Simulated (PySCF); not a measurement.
Highest occupied level (eV) of eight silicon and germanium compounds: PBE beside PBE0, computed with PySCF for isolated molecules in the bases named; differences from unrounded values. The eight are the first of their class met in an unordered collection, after screening for sound electronic states; none was chosen by its value. Each molecule has one DFT geometry for both levels.

| molecule | basis | PBE0 | PBE | difference |
|---|---|---|---|---|
| C3H10FNSi, SMILES CN(C)C[SiH2]F | def2-TZVP | -6.30 | -4.97 | 1.33 |
| CH4O4Si, SMILES O[SiH](C(=O)O)O | def2-TZVP | -8.13 | -6.59 | 1.54 |
| C2H8O2Si2, SMILES C=C[Si@H](O)[SiH2]O | def2-TZVP | -7.49 | -6.34 | 1.15 |
| C₃H₅ClSi, SMILES C=C=C[SiH2]Cl | def2-TZVP | -7.75 | -6.59 | 1.16 |
| Si(Br)2(OH)2 (Br2H2O2Si), SMILES O[Si](O)(Br)Br | def2-TZVP | -8.57 | -7.27 | 1.30 |
| H8N2Si2, SMILES N[SiH2][SiH2]N | def2-TZVP | -7.12 | -5.75 | 1.37 |
| C₃H₉NSi₂, SMILES CC1=C[SiH2]N[SiH2]1 | def2-TZVP | -7.29 | -5.96 | 1.34 |
| Ge(F)(OH)(NH2)2 (FGeH5N2O), SMILES [NH2][Ge]([NH2])([OH])[F] | def2-TZVP | -8.00 | -6.44 | 1.56 |

PBE lies below PBE0 in 0 and above it in 8 of the eight; the mean signed difference is 1.34 and the largest 1.56 eV.
